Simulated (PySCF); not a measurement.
Zn(Cl)(NH2) (ClH2NZn), SMILES [NH2][Zn][Cl].

The structure is a stationary point at r2SCAN-D4/def2-TZVP. Other conformers were not sampled.

These are C-PCM-PBE0/def2-SVP in PySCF 2.14.0 values and carry that method's errors.

The values are the electrostatic part of the solvation free energy, E(continuum) − E(gas) at the gas-phase geometry, in a cavity of scaled van der Waals radii (PySCF's table); cavitation and dispersion terms are not included. A continuum can't describe solvent molecules that bind to the metal. In vacuum the orbital gap is 6.35 eV. The dipole moment in vacuum is 2.50 D.

Computed values in water (ε = 78.36), 1-octanol (ε = 9.86), N,N-dimethylformamide (ε = 37.22):
```csv
solvent,ε,ΔG(elec) (kcal/mol),dipole (D),gap (eV)
water,78.36,-16.5,3.05,6.62
1-octanol,9.86,-14.7,3.00,6.59
"N,N-dimethylformamide",37.22,-16.2,3.04,6.61
```
